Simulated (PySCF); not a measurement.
C5H5N, SMILES C(=C)=C(N)C#C.

Geometry: B3LYP-D3(BJ)/def2-SVP. This is a generated structure with no PubChem entry under its InChIKey; it may be hypothetical. One conformer was computed; it need not be the lowest.

Two levels are set side by side: PBE/def2-TZVP (PySCF) and PBE0/def2-TZVP (PySCF). Same geometry, gas phase. Differences are taken from unrounded values.

| quantity | PBE0 | PBE | PBE minus PBE0 |
|---|---|---|---|
| orbital gap (eV) | 5.70 | 3.69 | -2.02 |
| highest occupied level (eV) | -6.14 | -5.03 | 1.11 |
| lowest empty level (eV) | -0.43 | -1.34 | -0.91 |
| dipole moment (D) | 1.30 | 1.33 | 0.03 |
| mean polarisability (bohr³) | 72.5 | 74.6 | 2.1 |

PBE's occupied levels lie high since its potential decays too fast outside the molecule; exact exchange lowers them and widens the gap. Differences between two approximate levels are no errors against the true value.

Rough cost on one machine, each run with all the roots and properties that it gave: PBE0 against PBE within a factor of 2.
